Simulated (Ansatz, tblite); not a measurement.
Isomers of Bi2Te3⁻ (doublet), found by a short tight-binding search and relaxed with r2SCAN-D4/def2-SVPD in Ansatz.

In the def2 sets Bi, Te take a core potential; there is no spin–orbit coupling. The xTB rows come from tblite. Correlated methods freeze 20 core orbitals; core or outer-core shells of Bi, Te are correlated, in sets that lack core-valence functions.

Run but left out: HF/def2-TZVPD, MP2/def2-TZVPD (A: ⟨S²⟩ 1.07, where a pure state has 0.75).

Other spin states weren't relaxed.

A:

```xyz
5

Bi   -0.824   -1.404    1.012
Bi    0.089    1.690    0.899
Te    2.229    2.232   -0.715
Te    0.647   -3.125   -0.522
Te   -2.141    0.607   -0.674
```

B:

```csv
atom,x (Å),y (Å),z (Å)
Bi1,1.671,0.761,-0.466
Bi2,-0.933,1.172,1.159
Te3,0.339,-0.951,-2.271
Te4,1.279,-0.456,2.165
Te5,-2.357,-0.526,-0.587
```

C:

```xyz
5

Bi   -0.5375   -1.0437   -1.0679
Bi    0.1674    0.9211    1.2819
Te    1.8742    0.6222   -1.0821
Te    1.0556   -0.8016    3.2470
Te   -2.5596    0.3019   -2.3790
```

D:

```xyz
5

Bi    0.9373   -0.6344    0.8250
Bi   -0.8524    2.5294   -0.7152
Te    0.6090   -3.3163    0.4839
Te    1.0584    0.7389   -1.8718
Te   -1.7523    0.6823    1.2781
```

Problem. Estimate which lies lowest at each level, and how far above it the others are (eV).

Solution. 
| level | A | B | C | D |
| --- | --- | --- | --- | --- |
| GFN1-xTB | 0.51 | 0.00 | 0.21 | 0.01 |
| GFN2-xTB | 0.29 | 0.00 | 0.00 | 0.21 |
| PBE-D4/def2-TZVPD | 0.28 | 0.00 | 0.12 | 0.02 |
| BLYP-D4/def2-TZVPD | 0.23 | 0.06 | 0.08 | 0.00 |
| r2SCAN-D4/def2-TZVPD | 0.30 | 0.08 | 0.14 | 0.00 |
| PBE0-D4/def2-TZVPD | 0.37 | 0.03 | 0.19 | 0.00 |
| RPA@PBE/def2-TZVPD | 0.27 | 0.03 | 0.09 | 0.00 |
Point groups (tolerance 0.1 Å): A Cs, B Cs, C C2, D Cs. A and C have the same bonds, so they are conformers or stereoisomers. Lower isomers may exist.
